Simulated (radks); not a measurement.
Task: The calcium ion Ca11+ is in [He] 2s2 2p(1/2: 2, 3/2: 3). All-electron calculation, Dirac Kohn-Sham, relativistic LDA (MacDonald-Vosko exchange, VWN5 correlation), spin-unpolarised, spherical densities, finite nucleus; Fermi nuclear charge, rms radius of each element as measured or else 0.836 A^(1/3) + 0.57 fm. Program: a radial shooting solver on a logarithmic mesh with Libxc functionals. Sub-shells are occupied by j as written (lower j first in brackets). One electron is removed from 2p1/2, 2p3/2, 1s1/2, 2s1/2 in turn, with full relaxation. Which removal costs least, and what does each cost?

Result: 2p3/2 662.10 eV; 2p1/2 666.37 eV; 2s1/2 731.39 eV; 1s1/2 4394.3 eV. The 2p3/2 electron leaves first.
